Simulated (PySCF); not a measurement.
Computed spin Hamiltonian

C6H5ClO2 (charge -1 and doublet state).
Cartesian coordinates in Å at the GFN2-xTB level; atoms count from 1:
```xyz
14
C6H5ClO2 angstrom
O      2.3724    0.4435    0.0601
C      0.9682    0.2176    0.0365
C      0.4975   -0.9847   -0.3963
O      1.3954   -1.9717   -0.8111
C     -0.8909   -1.2591   -0.4370
C     -1.7943   -0.2309   -0.0113
C     -1.2933    0.9563    0.4141
Cl    -2.4134    2.2082    0.9351
C      0.0774    1.2667    0.4702
H      2.4762    1.3331    0.4057
H      2.2641   -1.5679   -0.6975
H     -1.2491   -2.2145   -0.7766
H     -2.8602   -0.4133   -0.0358
H      0.4492    2.2162    0.8217
```

The hyperfine couplings belong to this conformer and change with its torsions.

The species is `OC1=C(O)[CH-][CH]C(Cl)=C1` [radical] (charge -1).

Computed, not measured: UKS B3LYP, pcH-1 on C Cl H O, non-relativistic, mean-field spin-orbit, GIAO (PySCF 2.14.0). Whether the extra electron is bound in the gas phase wasn't checked; a finite basis holds it in any case. The geometry wasn't refined by DFT: couplings that depend on bond lengths, twists or pyramidal angles can differ widely from those at the functional's own minimum, by a factor of two or more for some ions and for spin on atoms past the first row. Stability of the SCF solution: not tested.

- g1, g2, g3: 2.00209, 2.00292, 2.00312
- g_iso: 2.00271
- Form of g: rhombic: the two nearest values differ by 19 % of g3 − g1
- ⟨S²⟩: 0.7581 (exact 0.7500)
- α and β electrons: 38, 37
- Total energy: -842.27729 Eh

Isotropic coupling and dipolar principal values T1 to T3, in mT (MHz turned into mT with g_iso):

| atom | isotope | a_iso | of which spin–orbit | T1 | T2 | T3 | Mulliken spin population |
| --- | --- | --- | --- | --- | --- | --- | --- |
| O1 | 17O | -0.06 | 0.00 | -0.24 | 0.11 | 0.13 | 0.01 |
| C2 | 13C | 0.08 | 0.00 | -0.62 | -0.57 | 1.19 | 0.13 |
| C3 | 13C | -0.77 | 0.00 | -0.09 | -0.02 | 0.12 | -0.03 |
| O4 | 17O | 0.03 | 0.00 | -0.02 | 0.00 | 0.02 | 0.00 |
| C5 | 13C | 1.26 | 0.00 | -1.36 | -1.31 | 2.67 | 0.47 |
| C6 | 13C | -0.30 | 0.00 | -0.25 | -0.20 | 0.45 | 0.04 |
| C7 | 13C | -0.55 | 0.00 | -0.10 | -0.04 | 0.14 | -0.01 |
| Cl8 | 35Cl | -0.04 | 0.00 | -0.01 | 0.00 | 0.01 | 0.00 |
| C9 | 13C | 1.05 | 0.00 | -1.24 | -1.19 | 2.43 | 0.44 |
| H10 | 1H | -0.05 | 0.00 | -0.10 | -0.04 | 0.14 | 0.00 |
| H11 | 1H | -0.03 | 0.00 | -0.08 | -0.06 | 0.14 | 0.00 |
| H12 | 1H | -1.13 | 0.00 | -0.71 | 0.07 | 0.64 | -0.02 |
| H13 | 1H | -0.20 | 0.00 | -0.13 | -0.07 | 0.20 | 0.00 |
| H14 | 1H | -1.05 | 0.00 | -0.66 | 0.08 | 0.58 | -0.02 |

Largest spin populations (Mulliken): C5 (+0.47), C9 (+0.44) and C2 (+0.13).

C6, the radical centre as drawn in `OC1=C(O)[CH-][CH]C(Cl)=C1`, holds a spin population of +0.04 out of 1.

Axes: g1 is normal to the molecular plane and g3 points within 3° of the C5–H12 bond.

Under fast tumbling the dipolar parts average out, and these isotropic splittings remain: 1 × 1H (H12, I = 1/2, 2 lines) with 1.13 mT, 1 × 1H (H14, I = 1/2, 2 lines) with 1.05 mT, 1 × 1H (H13, I = 1/2, 2 lines) with 0.20 mT, 1 × 1H (H10, I = 1/2, 2 lines) with 0.05 mT, 1 × 35Cl (Cl8, I = 3/2, 4 lines) with 0.04 mT and 1 × 1H (H11, I = 1/2, 2 lines) with 0.03 mT.

Main isotope only: 35Cl (natural samples also hold 24 % 37Cl, magnetic too, which adds its own pattern).

The 13C coupling of C5 (35.3 MHz) shows only in satellite lines or after enrichment, since that isotope makes up about 1.07 % of natural carbon.
